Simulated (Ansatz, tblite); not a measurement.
Cost and result up the ladder for the cluster Mg₂O₂ (4 atoms). Charge 0, multiplicity 1. Geometry: PBE0-D4/def2-TZVP.

```tsv
atom	x (Å)	y (Å)	z (Å)
Mg1	-0.575	1.045	-0.042
Mg2	0.575	-1.045	0.041
O3	-1.244	-0.687	-0.092
O4	1.245	0.688	0.093
```

Ansatz on 4 threads of Arm Neoverse V2 on a shared host; xTB runs through tblite on one thread. Times are rough, summed over both states, and most runs start from the orbitals of an earlier one. CCSD(T)/def2-TZVPP serves as the yardstick here, not as an exact answer. The other state is a doublet.

The xTB rows come from tblite. Correlated methods freeze 4 core orbitals; core or outer-core shells of Mg are correlated, in sets that lack core-valence functions. The structure comes from a short search, and lower isomers may exist.

Raw xTB energies of ions are shifted by several eV.

```tsv
level	functions	wall time	vertical IE (eV)	difference from CCSD(T)/def2-TZVPP (eV)
GFN1-xTB	16	0.005 s	16.21	8.23
GFN2-xTB	26	0.009 s	15.65	7.67
PBE-D4/def2-TZVP	126	3 s	7.74	-0.24
r2SCAN-D4/def2-TZVP	126	6.7 s	7.57	-0.41
PBE0-D4/def2-TZVP (with forces)	126	7.7 s	7.70	-0.28
CCSD(T)/def2-TZVPP	126	70 s	7.98	0.00
```
